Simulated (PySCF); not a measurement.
He⁺: excitation energy

He⁺ 1s1 (2S) → He⁺ 2p1 (2P), as a difference of total energies. All numbers are calculated (PySCF 2.14, scalar relativity by spin-free X2C-1e, in dyall-acv3z). The calculations carry no spin-orbit coupling.

Q: Order these methods by the excitation energy they give, lowest first.
A. LDA
B. PBE
C. r2SCAN0
D. UHF

A: A (39.597 eV), B (40.436 eV), C (40.946 eV), D (41.374 eV).

The promoted electron is Rydberg-like, and one or two diffuse shells describe it only roughly, which tends to raise the upper state.

For comparison: 40.814 eV (measured; NIST levels, between the centres of gravity of the two terms).
